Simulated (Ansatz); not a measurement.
Consider the formal loss of a carbene: `Cc1cc(C)cc(O)c1` → `[CH2]` (triplet) + `Cc1cccc(O)c1`.

Isolated molecules relaxed with PBE0-D4/def2-TZVP in Ansatz; ΔE leaves out vibrations. CBS: MP2 limit from def2 TZ/QZ plus the TZ coupled-cluster correction, frozen cores. This one scheme is used for every species. Triplets are unrestricted, without spin–orbit coupling. Each species was taken in one conformer, which may not be the lowest.

`Cc1cc(C)cc(O)c1`:

Cartesian coordinates in Å:
```
C -0.838 -1.677 1.938
C -0.495 -0.796 0.775
C 0.611 0.040 0.812
C 0.930 0.868 -0.263
C 2.148 1.740 -0.214
C 0.120 0.856 -1.387
C -0.990 0.021 -1.436
O -1.745 0.054 -2.564
C -1.297 -0.800 -0.363
H -0.909 -2.724 1.633
H -1.803 -1.399 2.372
H -0.084 -1.604 2.723
H 1.239 0.052 1.698
H 2.316 2.130 0.792
H 3.041 1.174 -0.497
H 2.063 2.584 -0.900
H 0.336 1.490 -2.239
H -2.477 -0.561 -2.470
H -2.169 -1.448 -0.409
```

`[CH2]` (triplet):

Cartesian coordinates in Å:
```
C 0.126 0.110 0.220
H 0.486 -0.881 -0.009
H -0.612 0.770 -0.211
```

`Cc1cccc(O)c1`:

```xyz
16

C     0.709    1.785   -1.451
C     0.350    0.619   -0.582
C     0.994   -0.607   -0.733
C     0.632   -1.687    0.055
C    -0.371   -1.566    1.004
C    -1.013   -0.344    1.161
O    -1.999   -0.152    2.073
C    -0.652    0.740    0.372
H     0.086    1.805   -2.351
H     1.750    1.731   -1.776
H     0.561    2.732   -0.930
H     1.782   -0.713   -1.469
H     1.138   -2.638   -0.066
H    -0.650   -2.414    1.624
H    -2.149   -0.972    2.552
H    -1.168    1.682    0.518
```

```csv
species,HF/def2-QZVPP energy (Eh)
`Cc1cc(C)cc(O)c1`,-383.79913
`[CH2]` (triplet),-38.94055
`Cc1cccc(O)c1`,-344.74635
```

Problem. Work out ΔE.

Solution. ΔE = (-38.94055) + (-344.74635) − (-383.79913) = 0.11223 Eh = +70.4 kcal/mol. CCSD(T)/CBS gives +106.3 kcal/mol.

Largest T1 diagnostic among the species: 0.011.

From PBE to PBE0 (25 % exact exchange), in def2-TZVPP and without D4, ΔE moves by −1.8 kcal/mol. In def2-TZVPP, CCSD(T) changes the Hartree–Fock value by +33.4 kcal/mol (the triples alone add +2.9 kcal/mol) and MP2 by +36.9 kcal/mol. At CCSD(T), def2-SVP lies −3.2 kcal/mol from the extrapolated value and def2-TZVPP −2.5 kcal/mol.
